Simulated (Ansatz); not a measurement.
## Ligand exchange: SbH(CH3)2 + SiH3I → SbH(CH3)(SiH3) + CH3I

Species: SbH(CH3)2, singlet; SiH3I `[SiH3]I`, singlet; SbH(CH3)(SiH3), singlet; CH3I (methyl iodide) `CI`, singlet. The partners trade CH3 for SiH3: Sb–CH3 and I–SiH3 bonds give way to Sb–SiH3 and I–CH3.

Shapes, held fixed at every level: PBE0-D4/def2-TZVP. Programs: Ansatz 0.2.0. The zero-point and thermal change to 298 K, harmonic and unscaled (PBE0-D4/def2-TZVP), is +0.5 kJ/mol.

**Question.** Estimate ΔH(298 K) of this reaction.

**Answer.** The highest level, CCSD(T)/def2-TZVPP, gives ΔH(298 K) = +73.4 kJ/mol; the levels span +69.2 to +75.4. The column of differences is taken from that level and isn't an error. No measured value is set beside it here. For atoms past krypton def2 sets carry core potentials with scalar relativity. Outer-core shells of I, Sb are correlated, in sets that cover them unevenly.

```json
{"level": "r2SCAN-D4/def2-TZVPP", "kind": "meta-GGA", "ΔH(298 K) (kJ/mol)": "+73.2", "less CCSD(T)/def2-TZVPP": "-0.2"}
{"level": "B3LYP-D4/def2-TZVPP", "kind": "global hybrid", "ΔH(298 K) (kJ/mol)": "+69.2", "less CCSD(T)/def2-TZVPP": "-4.2"}
{"level": "PBE0-D4/def2-TZVPP", "kind": "global hybrid", "ΔH(298 K) (kJ/mol)": "+69.3", "less CCSD(T)/def2-TZVPP": "-4.1"}
{"level": "r2SCAN0-D4/def2-TZVPP", "kind": "global hybrid", "ΔH(298 K) (kJ/mol)": "+75.4", "less CCSD(T)/def2-TZVPP": "+2.0"}
{"level": "wB97X-V/def2-TZVPP", "kind": "range-separated hybrid", "ΔH(298 K) (kJ/mol)": "+74.9", "less CCSD(T)/def2-TZVPP": "+1.5"}
{"level": "CCSD/def2-SVP", "kind": "coupled cluster or CI", "ΔH(298 K) (kJ/mol)": "+70.5", "less CCSD(T)/def2-TZVPP": "-2.9"}
{"level": "CCSD(T)/def2-TZVPP", "kind": "coupled cluster or CI", "ΔH(298 K) (kJ/mol)": "+73.4", "less CCSD(T)/def2-TZVPP": "0.0"}
```
